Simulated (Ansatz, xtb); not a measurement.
**Relative energy of two isomers of C3H5FGe**

Structure X is `FCC#[C][GeH3]`, a singlet and structure Y is `C#C[C@@H](F)[GeH3]`, a singlet. Both are isolated molecules in the gas phase, relaxed with r2SCAN-D4/def2-SVP.

Quicker runs give these differences E(Y) − E(X): GFN2-xTB +25.7 kJ/mol; HF/STO-3G +76.9 kJ/mol (at GFN2-xTB geometries); r2SCAN-D4/def2-SVP//GFN2-xTB +41.7 kJ/mol.

Task: Estimate E(Y) − E(X) at the level CCSD(T)/def2-SVP + ΔMP2/def2-TZVPP.

Result: Calculated at CCSD(T)/def2-SVP + ΔMP2/def2-TZVPP: E(Y) − E(X) = +46.9 kJ/mol, so structure X lies lower.

Level by level:

| level | geometry | E(Y) − E(X) (kJ/mol) | departure from the last row (kJ/mol) | job, with rough time for the two |
| --- | --- | --- | --- | --- |
| GFN2-xTB | GFN2-xTB | +25.7 | −21.2 | optimisation, 0.58 s |
| HF/STO-3G | GFN2-xTB | +76.9 | +29.9 | single point, 2.7 s |
| r2SCAN-D4/def2-SVP//GFN2-xTB | GFN2-xTB | +41.7 | −5.2 | single point, 11 s |
| r2SCAN-D4/def2-SVP | r2SCAN-D4/def2-SVP | +40.1 | −6.8 | optimisation, 1.9 min |
| HF/def2-SVP | r2SCAN-D4/def2-SVP | +58.4 | +11.5 | part of the CCSD(T) run |
| MP2/def2-SVP | r2SCAN-D4/def2-SVP | +48.5 | +1.6 | part of the CCSD(T) run |
| CCSD(T)/def2-SVP | r2SCAN-D4/def2-SVP | +47.4 | +0.4 | single point |
| CCSD(T)/def2-SVP + ΔMP2/def2-TZVPP | r2SCAN-D4/def2-SVP | +46.9 |  | single point, 2 min |

As drawn, both hold the same kinds of bond in the same numbers.

None of the levels shown reverses the order. The largest departure from CCSD(T)/def2-SVP + ΔMP2/def2-TZVPP is that of HF/STO-3G, 29.9 kJ/mol. A small imaginary or near-zero mode remains, so no thermal terms are given. The last row adds to CCSD(T) the change of the MP2 difference between the two basis sets, here −0.4 kJ/mol.

The correlated steps freeze 13 core orbitals; the filled d shell of Ge is correlated, in a basis made for valence electrons. Programs: Ansatz 0.2.0, xtb 6.7.1; the last row on 2 threads of Intel(R) Xeon(R) Processor @ 2.50GHz (Skylake/Cascade Lake) on a shared host.
